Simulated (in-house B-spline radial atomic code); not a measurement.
How numerical settings move a run on N III (N2+), [He] 2s2 2p1. Computed with an all-electron radial atomic-structure program (B-spline basis): non-relativistic B97-1, spin-polarised, spherical fractional occupations, point nucleus.

Command:
```bash
python run_scf.py task.json out
```
Settings of the sound reference run:
```
Z                7
electrons        5
configuration    [He] 2s2 2p1
hamiltonian      nr
method           b97_1
spin_polarised   True
knot_spacing     0.22
spline_order     8
gauss_points     12
box_radius       22.22
max_iterations   70
damping          0.5
damped_steps     3
diis_vectors     10
tolerance        1e-08
start            Thomas-Fermi
```

Time taken, with all properties: 0.28 s on 1 thread of Arm Neoverse N1, with other jobs on the host.

It converges in 9 iterations to -52.898437 hartree, with 2p up at -37.8542 eV. The other runs change the listed settings, some to values that make no sense; their results aren't properties of the atom or ion. Radii are in bohr (the nuclear one in fm), a minus after a letter asks for a j subshell, and «unchanged» means within 1e-8 hartree. The run stops when the residual is below 10 × tolerance × max(1, Z/10), or a noise floor if that is larger, and the energy moves by less than 1e-8 × √|E| hartree; so very loose and very tight tolerances often act alike.

```tsv
changed settings	outcome
box_radius = 3.33	converged in 9 iterations, energy +2.13e-02 hartree from the reference, 2p up level +6.9e-01 eV (the program warns: 2p up reaches the box edge; 2s up reaches the box edge)
box_radius = 1.33	converged in 8 iterations, energy +5.40e+00 hartree from the reference, 2p up level +5.7e+01 eV (the program warns: 2p up has a positive eigenvalue: unbound, held by the box; 2s up has a positive eigenvalue: unbound, held by the box)
hamiltonian = dirac, method = hf, spin_polarised = False, nucleus = fermi, rms_radius = 2.5582, mass_number = 14, atomic_mass = 14.00307, speed_of_light = 3.494418	stopped with error: Z/c is past the critical charge
electrons = 13, configuration = [He] 2s2 2p1 4s2 4p6, max_iterations = 50	not converged after 50 iterations, last residual 7.3e-03
damping = 0.95	converged in 9 iterations, energy unchanged, 2p up level +3.5e-07 eV
box_radius = 4.44	converged in 9 iterations, energy +8.45e-04 hartree from the reference, 2p up level +4.4e-02 eV (the program warns: 2p up reaches the box edge; 2s up reaches the box edge)
diis_vectors = 1	converged in 11 iterations, energy unchanged, 2p up level -1.8e-06 eV
knot_spacing = 0.75, max_iterations = 75, damped_steps = 8, tolerance = 0.0001	converged in 11 iterations, energy +1.10e-02 hartree from the reference, 2p up level -2.6e-02 eV
max_iterations = 2, damped_steps = 0, tolerance = 1e-13	not converged after 2 iterations, last residual 3.2e-02, last energy +2.23e-02 hartree from the reference
electrons = 6, configuration = [He] 2s2 2p1 3s-1, max_iterations = 100	stopped with error: j subshells need the Dirac Hamiltonian and l > 0
damping = 0.2	converged in 8 iterations, energy unchanged, 2p up level +8.3e-07 eV
box_radius = 6.67	converged in 9 iterations, energy +9.90e-07 hartree from the reference, 2p up level +9.6e-05 eV (the program warns: 2p up reaches the box edge; 2s up reaches the box edge)
diis_vectors = 2	converged in 9 iterations, energy unchanged, 2p up level -2.3e-06 eV
diis_vectors = 0	converged in 21 iterations, energy unchanged
```

What happens with knot_spacing = 2, spline_order = 3, max_iterations = 50, damped_steps = 8, tolerance = 1e-10?

Converged in 14 iterations, energy +9.29e+00 hartree from the reference, 2p up level -4.2e+00 eV.

What happens with damping = 0.8?

Converged in 9 iterations, energy unchanged.

What happens with spline_order = 6, max_iterations = 2, diis_vectors = 1?

Not converged after 2 iterations, last residual 3.3e-02, last energy +2.23e-02 hartree from the reference.

What happens with box_radius = 0.89?

Converged in 7 iterations, energy +2.27e+01 hartree from the reference, 2p up level +1.8e+02 eV (the program warns: 2p up has a positive eigenvalue: unbound, held by the box; 2s up has a positive eigenvalue: unbound, held by the box).
